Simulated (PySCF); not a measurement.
# Mayer bond orders and bond lengths

Compound: C5H4F3N3.
Numbering: `[CH3:1][c:2]1[cH:3][n:4][c:5]([C:6]([F:7])([F:8])[F:9])[n:10][n:11]1` (hydrogens: H12, H13, H14 on C1; H15 on C3)

Geometry (GFN2-xTB, Å), atoms numbered from 1 in this order:
```xyz
15
C5H4F3N3 angstrom
C     -2.739    0.269    0.248
C     -1.263    0.162    0.132
C     -0.616   -0.996   -0.335
N      0.695   -1.042   -0.418
C      1.330    0.063   -0.031
C      2.840    0.050   -0.137
F      3.424    0.788    0.808
F      3.336   -1.186   -0.037
F      3.242    0.536   -1.322
N      0.761    1.167    0.405
N     -0.534    1.213    0.486
H     -3.005    1.250    0.628
H     -3.119   -0.498    0.921
H     -3.203    0.117   -0.726
H     -1.153   -1.883   -0.643
```

Bond orders from the PBE0/pcSseg-1 density (PySCF). Geometry: GFN2-xTB; no solvent, vibrations or thermal averaging.

How far do the computed orders between heavy atoms stray from the drawn ones?

The largest departure is 0.252, at C2–C3 (drawn aromatic, 1.248), counting aromatic bonds as 1.5. The bonds drawn aromatic range from 1.25 to 1.53.

Set the Mayer orders of the bonds between heavy atoms beside their lengths.

```tsv
bond	drawn as	length (Å)	Mayer order
C1–C2	single	1.485	1.041
C2–C3	aromatic	1.407	1.248
C3–N4	aromatic	1.314	1.529
N4–C5	aromatic	1.331	1.363
C5–C6	single	1.514	0.910
C6–F7	single	1.334	1.028
C6–F8	single	1.336	1.023
C6–F9	single	1.342	1.005
C5–N10	aromatic	1.316	1.470
N10–N11	aromatic	1.299	1.340
N11–C2	aromatic	1.326	1.490
```

Bonds between the same two heavy elements. C–C: lowest C5–C6 (0.910, 1.514 Å), highest C2–C3 (1.248, 1.407 Å). C–N: lowest N4–C5 (1.363, 1.331 Å), highest C3–N4 (1.529, 1.314 Å); in 1 of the 6 pairs the longer bond (by over 0.003 Å) has the higher order (by 0.02 or more). C–F: lowest C6–F9 (1.005, 1.342 Å), highest C6–F7 (1.028, 1.334 Å).

And the bonds to hydrogen?

C–H: 0.94 to 0.98 (4 bonds).

Sum the orders of all bonds at each heavy atom with more than one neighbour and set the sums beside the valence in the SMILES.

C1 3.872 (drawn 4), C2 3.779 (drawn 4), C3 3.755 (drawn 4), N4 2.892 (drawn 3), C5 3.743 (drawn 4), C6 3.966 (drawn 4), N10 2.810 (drawn 3), N11 2.830 (drawn 3). Orders between atoms that aren't bonded are not in these sums.

For a closed shell the Mayer order of atoms A and B is Σ (PS)μν (PS)νμ over the basis functions μ on A and ν on B, with P the density and S the overlap matrix.

These values come from a run that also computed NMR shieldings. On one thread of an Arm Neoverse V1, no GPU (shared host), this took 46 s (grids of density and orbitals included) and 0.92 GiB of memory at its peak.
